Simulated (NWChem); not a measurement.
Species: CH₄BeS; SMILES [BeH][S]C

```xyz
7

Be    -0.6888    -1.6277     0.0003
H     -1.5742    -2.6352    -0.0003
S      0.5962    -0.2064     0.0000
C     -0.5122     1.2769     0.0004
H     -1.2148     1.2674    -0.8536
H      0.1489     2.1580    -0.1001
H     -1.0713     1.3618     0.9508
```
Atoms are numbered in this order, from 1.

All runs: NWChem. Medium grid unless said otherwise, to which SCAN and Minnesota functionals are sensitive. The geometry was optimised at PBE-D3(BJ)/def2-SVP. Hybrids' shares of exact exchange are those that their runs print; pure functionals count as 0. The functionals differ in more than this share.

```csv
row,share of exact exchange,highest occupied level (eV)
PBE/def2-TZVP,0.00,-5.97
MN15-L/def2-TZVP,0.00,-6.37
B3LYP/def2-TZVP,0.20,-6.87
B97-2/def2-TZVP,0.21,-6.86
r2SCAN0/def2-TZVP,0.25,withheld
PW6B95/def2-TZVP,0.28,-7.18
```

Fit a straight line of the last column on the one before it, predict the withheld value, and compare with the run.


1. Means of the 5 shown rows: x = 0.138, y = -6.650. Slope Σ(x − x̄)(y − ȳ)/Σ(x − x̄)² = -0.2365/0.06728 = -3.515; intercept -6.165.
2. The shown rows scatter about the line by 0.129 (root mean square); the largest residual is -0.21, at MN15-L/def2-TZVP.
3. At x = 0.25 (r2SCAN0/def2-TZVP; inside the shown range) the line gives -7.04.
4. The run gives -7.26, -0.22 from the line, 1.7 times the scatter.
